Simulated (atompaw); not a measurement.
**Building the PAW (atompaw) potential for K (Z = 19) (PBEsol, scalar-relativistic).**

The input file (atompaw 4.2.0.5):

```
K 19
GGA-PBESOL scalarrelativistic loggrid 1500 logderivrange -5 5 251
4 4 0 0 0 0
4 0 1
4 1 0
0 0 0
c
c
v
v
c
v
v
2
2.30 1.65 1.80 2.05
n
n
y
-0.05
y
1.2
n
custom polynom vanderbiltortho sinc
3 0.5 vpsmatchnc
1.90
2.30
2.05
2.30
2.30
2.10
PWSCFOUT
UPFDX 0.0125d0 UPFXMIN -7.d0 UPFZMESH 19.d0
END
```

Command:

```bash
atompaw < K.input > K.log
```

Resulting log (summary file):

```
Completed calculations for K (AE)

 Exchange-correlation type: GGA, Perdew-Burke-Ernzerhof modified (PBEsol)

 Radial integration grid is logarithmic
 r0 =   4.2633078E-04 h =   8.1002849E-03   n =      1500 rmax =   8.0000000E+01

 Scalar relativistic calculation

 AEatom converged in  32 iterations
   nz     =  19.00
   delta  =       7.452175194022E-16

 All Electron Orbital energies:
  n  l      occupancy      energy
  1  0      2.0000000E+00 -2.5851058E+02
  2  0      2.0000000E+00 -2.5934909E+01
  3  0      2.0000000E+00 -2.5920785E+00
  4  0      1.0000000E+00 -1.6914701E-01
  2  1      6.0000000E+00 -2.0572410E+01
  3  1      6.0000000E+00 -1.3815665E+00
  4  1      0.0000000E+00 -5.8409777E-02

 Total energy
   Total                    :    -1202.56929740354894

 ---
 Completed calculations for K (SC)

 Exchange-correlation type: GGA, Perdew-Burke-Ernzerhof modified (PBEsol)

 Radial integration grid is logarithmic
 r0 =   4.2633078E-04 h =   8.1002849E-03   n =      1500 rmax =   8.0000000E+01

 Scalar relativistic calculation

 SCatom converged in   3 iterations
   nz     =  19.00
   delta  =       4.561383305350E-17

 Valence Electron Orbital energies:
  n  l      occupancy      energy
   3  0      2.0000000E+00 -2.5920785E+00
   4  0      1.0000000E+00 -1.6914701E-01
   3  1      6.0000000E+00 -1.3815665E+00
   4  1      0.0000000E+00 -5.8409778E-02

 Total energy
   Total                    :    -1202.56929739565771
   Valence                  :     -111.29361566981171

 PAW parameters:
       lmax =            2
         rc =    2.3023308941319285
        irc =         1062
   rc_shape =    1.6515882801411144
    rc_vloc =    1.8055451307188428
    rc_core =    2.0554520868713939
   Vloc: VPS match (norm-conservation) with l= 3;e=   5.0000E-01
   Projector type: polynomial pseudization + Vanderbilt ortho.
   Sinc^2 compensation charge shape zeroed at   1.6516E+00

 Number of basis functions     6
 No.   n  nodes  l      Energy         Cp coeff         Occ
  1    3    2    0   -0.2592079E+01  0.2769603E+01  0.2000000E+01
  2    4    3    0   -0.1691470E+00  0.7490053E+02  0.1000000E+01
  3    3    1    1   -0.1381567E+01  0.3179828E+01  0.6000000E+01
  4    4    2    1   -0.5840978E-01  0.2491293E+03  0.0000000E+00
  5  999    0    2   -0.5000000E-01 -0.7054033E+01  0.0000000E+00
  6  999    1    2    0.1200000E+01 -0.1196782E-02  0.0000000E+00

 Eigenvalues of overlap operator (in the basis of projectors):
    1        3.61212701E-03
    2        6.68521721E-01
    3        1.34836456E+00
    4        3.67613974E+01
    5        2.20691839E+02
    6        3.64225414E+04

 Orbital leakage outside PAW augmentation regions
   orb  is_core?  %out_of_sphere
   1 0    T          -0.00
   2 0    T           0.00
   3 0    F           3.51
   4 0    F          95.92
   2 1    T           0.00
   3 1    F           8.84
   4 1    F          98.54

 Summary of PAW energies
   Total valence energy     :   -111.29361456023967
   Smooth energy            :     14.78337512916349
   One center               :   -126.07698968940316
   Smooth kinetic           :     16.15445631832473
   Vloc energy              :     -8.17287876765272
   Smooth exch-corr         :     -7.62761492404001
   One-center xc            :    -57.43132175884495
```

The run took about 2.5 s on one core of a shared server CPU.
